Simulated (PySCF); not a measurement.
# Levels of Ce⁵³⁺ from EOM-EA-GCCSD

Reference: closed-shell Ce⁵⁴⁺, [He] 2s2; one electron is added. Calculated with PySCF 2.14, two-component X2C-1e with screened spin-orbit coupling, an uncontracted even-tempered set (17 s from 8.3 bohr⁻², ratio 2.6; 13 p from 11 bohr⁻², ratio 2.6; 7 d from 11 bohr⁻², ratio 2.8; 4 f from 210 bohr⁻², ratio 2.8); frozen nothing; the 32 highest virtual spinors dropped; of the others 50 kept and the rest restored at second order. No Breit or QED terms. Binding energies in eV.

```csv
level,Koopmans,second order,EOM-CCSD
2p1/2,10848.7,10847.8,10844.4
2p3/2,10350.5,10351.2,10350.9
```

For comparison, the ionisation energy of Ce⁵³⁺ is 10840 ± 5 eV (theoretical estimate listed by NIST; NIST Atomic Spectra Database, ionization energies).

Only part of the computed levels is shown.
